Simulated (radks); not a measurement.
All-electron atom: Zr1.75+ in [Kr] 4d0.75 5s1.5 (fractional occupations, a model configuration). Calculated with a radial shooting solver on a logarithmic mesh with Libxc functionals: scalar-relativistic Kohn-Sham, PBE, spin-unpolarised, spherical densities, finite nucleus; Fermi nuclear charge, rms radius 4.2694 fm.

Normalised radial functions P(r) = r R(r), r in bohr:

```
   r/bohr * 3s, o 3p, + 5s (the largest magnitude, 1.66, reaches the edge; | marks zero, & curves that meet)
 0.001448                             & *
 0.001672                             & *
 0.001916                             & *
 0.002213                             & *
 0.002555                             &  *
 0.002951                             &  *
 0.003408                             o+  *
 0.003904                             o+  *
 0.004509                             o+  *
 0.005208                             o+   *
 0.006014                             o+    *
 0.006946                             |&    *
 0.008022                             |&     *
  0.00919                             |&     *
  0.01061                             |&      *
  0.01226                             |+o     *
  0.01416                             |+o      *
  0.01635                             |+o      *
  0.01873                             |+ o     *
  0.02163                             |+  o    *
  0.02498                             |+   o  *
  0.02885                             |+    o*
  0.03332                             |+    *o
  0.03817                             |+  *   o
  0.04409                             +*        o
  0.05091                            *+          o
   0.0588                        *   +|            o
  0.06791                     *      +|             o
   0.0778                  *        + |             o
  0.08985                *          + |             o
   0.1038              *            + |            o
   0.1198              *            + |          o
   0.1384                *          + |       o
   0.1598                    *       +|   o
   0.1831                         * o +
   0.2115                     o       |+ *
   0.2442               o             | +        *
   0.2821         o                   |  +              *
   0.3257     o                       |  +                    *
   0.3732   o                         |  +                       *
    0.431   o                         | +                        *
   0.4978     o                       |+                       *
   0.5749         o                  +|                    *
   0.6639             o            +  |              *
   0.7606                  o     +    |          *
   0.8784                      o+     |      *
    1.014                        +o   |   *
    1.172                         + o | *
    1.353                            &|*
     1.55                             & +
     1.79                             &    +
    2.068                             &       +
    2.388                             &         +
    2.758                             &          +
    3.185                             &         +
    3.649                             &        +
    4.214                             &      +
    4.866                             &    +
     5.62                             &  +
    6.491                             &+
    7.436                             &+
    8.588                             &
    9.918                             &
```

3s: eigenvalue -422.06 eV, 2 radial nodes at r = 0.0474, 0.198 bohr, <r> = 0.458 bohr, 90 % of the charge inside 0.678 bohr. 3p: eigenvalue -334.95 eV, 1 radial node at r = 0.176 bohr, <r> = 0.462 bohr, 90 % of the charge inside 0.700 bohr. 5s: eigenvalue -16.149 eV, 4 radial nodes at r = 0.0471, 0.189, 0.534, 1.44 bohr, <r> = 3.12 bohr, 90 % of the charge inside 4.49 bohr.
